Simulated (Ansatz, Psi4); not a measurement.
Species: C₄H₅N, net charge 0, singlet state. SMILES: C/C=C\C#N
Structure (B3LYP-D3(BJ)/def2-TZVP (Ansatz, a quantum-chemistry and plane-wave program) minimum search):
```
C
C 1 1.3365
H 2 1.0826 1 120.89
H 1 1.0850 2 117.12 3 0.00
C 2 1.4241 3 115.94 1 180.00
N 5 1.1531 3 152.15 2 -180.00
C 1 1.4884 4 116.79 2 180.00
H 7 1.0890 1 112.12 4 -180.00
H 7 1.0936 8 108.70 1 -122.19
H 7 1.0936 8 108.70 9 -115.62
```

Quantity: vertical triplet-singlet gap, E(triplet) - E(singlet), in eV. Terms: no spin-orbit coupling; frozen cores in correlated levels; 6-31G* and kin with 6d, 5d where marked; each state is the SCF solution reached for its charge and spin; 6-311+G** with 5d; open shells spin-unrestricted; non-relativistic; dispersion terms only where a functional's name holds one. First-principles rows: single points at B3LYP-D3(BJ) geometries (Ansatz). A UHF reference is markedly spin-contaminated in at least one set, which strains HF and MP2. The Hartree-Fock reference of C/C=C\C#N is unstable towards a lower, spin-broken solution. Levels can end on unlike triplets.

```
level             program  vertical triplet-singlet gap, E(triplet) - E(singlet) (eV)
----------------  -------  ----------------------------------------------------------
HF/6-31G*          Ansatz                                                        2.95
HF/6-311+G**       Ansatz                                                        2.95
PBE/6-31G*         Ansatz                                                        3.80
PBE/6-311+G**      Ansatz                                                        3.78
B3LYP/STO-3G       Ansatz                                                        4.27
B3LYP/3-21G        Ansatz                                                        3.96
B3LYP/6-31G*       Ansatz                                                        3.82
wB97X-D/6-31G*       Psi4                                                        3.88
MP2/6-31G*         Ansatz                                                        4.60
MP2/6-311+G**      Ansatz                                                        4.59
B3LYP/def2-TZVPD   Ansatz                                                        3.78
```

No value to compare with is used here. The 10 habitual levels span 2.95 (HF/6-31G*) to 4.60 eV (MP2/6-31G*); B3LYP/def2-TZVPD gives 3.78.

The levels are drawn from those run, B3LYP/6-31G* more often than the rest, none by its result; left out are runs that failed, that the program found above a lower state of the same kind, or whose <S^2> lies over 0.5 above the pure value.
